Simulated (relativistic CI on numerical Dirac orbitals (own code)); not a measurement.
## Ligand-field terms of d2

Computed with a parametric ligand-field model of a d^n configuration (Racah B and C, spin-orbit zeta, crystal field), exact diagonalisation.

Field parameters in Wybourne normalisation: Oh B⁴₀ = 21Dq, B⁴₄ = √(5/14) B⁴₀; Td as Oh with Dq negative (B⁴₀ = 21Dq, B⁴₄ = √(5/14) B⁴₀). The field is a parameter set, without covalency.

(1) Ground term and bands for B = 990, C = 4200, ζ = 0 cm⁻¹, Td, 10Dq = -7450 cm⁻¹?

(2) A d2 ion in Oh symmetry has the ground term 3T1 and bands at 1T2 13393 cm⁻¹ (747 nm), 1E 13555 cm⁻¹ (738 nm), 3T2 28115 cm⁻¹ (356 nm), 1A1 29927 cm⁻¹ (334 nm), 3T1 39530 cm⁻¹ (253 nm), 3A2 58165 cm⁻¹ (172 nm). Which parameters reproduce them?

(3) Ground term and bands for B = 710, C = 2560, ζ = 0 cm⁻¹, Oh, 10Dq = 24950 cm⁻¹?

(4) Ground term and bands for B = 310, C = 1290, ζ = 0 cm⁻¹, Oh, 10Dq = 21850 cm⁻¹?

(5) A d2 ion in Oh symmetry has the ground term 3T1 and bands at 1T2 5606 cm⁻¹ (1784 nm), 1E 5674 cm⁻¹ (1762 nm), 3T2 9731 cm⁻¹ (1028 nm), 1A1 12219 cm⁻¹ (818 nm), 3T1 14113 cm⁻¹ (709 nm), 3A2 20181 cm⁻¹ (496 nm). Which parameters reproduce them?

## Answers

(1) Ground term 3A2 with 2.00 electrons in the two orbitals of the cubic e set. Spin-allowed: 3T2 7450 cm⁻¹ (1342 nm), 3T1 12615 cm⁻¹ (793 nm), 3T1 24585 cm⁻¹ (407 nm). Lowest spin-forbidden: 1E 15611 cm⁻¹ (641 nm), 1T2 22552 cm⁻¹ (443 nm), 1A1 24734 cm⁻¹ (404 nm). With an A2 ground term the first spin-allowed band lies at |10Dq| itself.

(2) B = 890, C = 3820, ζ = 0 cm⁻¹, Oh, 10Dq = 30050 cm⁻¹.

(3) Ground term 3T1 with 0.02 electrons in the two orbitals of the cubic e set. Spin-allowed: 3T2 23389 cm⁻¹ (428 nm), 3T1 32477 cm⁻¹ (308 nm), 3A2 48339 cm⁻¹ (207 nm). Lowest spin-forbidden: 1T2 9702 cm⁻¹ (1031 nm), 1E 9826 cm⁻¹ (1018 nm), 1A1 22035 cm⁻¹ (454 nm).

(4) Ground term 3T1 with 0.01 electrons in the two orbitals of the cubic e set. Spin-allowed: 3T2 21060 cm⁻¹ (475 nm), 3T1 24919 cm⁻¹ (401 nm), 3A2 42910 cm⁻¹ (233 nm). Lowest spin-forbidden: 1T2 4526 cm⁻¹ (2209 nm), 1E 4553 cm⁻¹ (2196 nm), 1A1 10722 cm⁻¹ (933 nm).

(5) B = 340, C = 1700, ζ = 0 cm⁻¹, Oh, 10Dq = 10450 cm⁻¹.
